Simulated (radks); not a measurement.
Dipole-allowed excitations along the series with 80 electrons in [Hg]. Method: scalar-relativistic Kohn-Sham, LDA (Slater exchange, VWN5 correlation), spin-polarised, spherical densities, finite nucleus; Fermi nuclear charge, rms radius of each element as measured or else 0.836 A^(1/3) + 0.57 fm; computed with a radial shooting solver on a logarithmic mesh with Libxc functionals. Time-dependent linear response with the Hartree and adiabatic LDA kernel, continuum included through the Sternheimer equations, no spin-orbit coupling, so fine structure and intercombination lines are absent. Lines are the poles of the dipole polarisability below minus the highest occupied eigenvalue, found on a grid refined at the orbital gaps; the lowest seven at most are given, and weak or close lines can be missed. The first line takes the name of the lowest orbital gap if no other gap lies below it; otherwise a line is named after a gap within 0.6 % of it, if that gap stands alone.

species  -e(HOMO) (eV)  lowest orbital gap (eV)  first line (eV)      f  static alpha (bohr^3)  measured (eV)
Hg               7.123              6s-6p 5.939    6.511 (6s-6p)  0.971                  33.76              -
Tl+             16.679              6s-6p 8.239    9.355 (6s-6p)   1.31                  19.33    6s-6p 9.381
Pb2+            27.863             6s-6p 10.371   11.847 (6s-6p)   1.45                  12.95              -

Measured values: term averages from the NIST Handbook of Basic Atomic Spectroscopic Data.
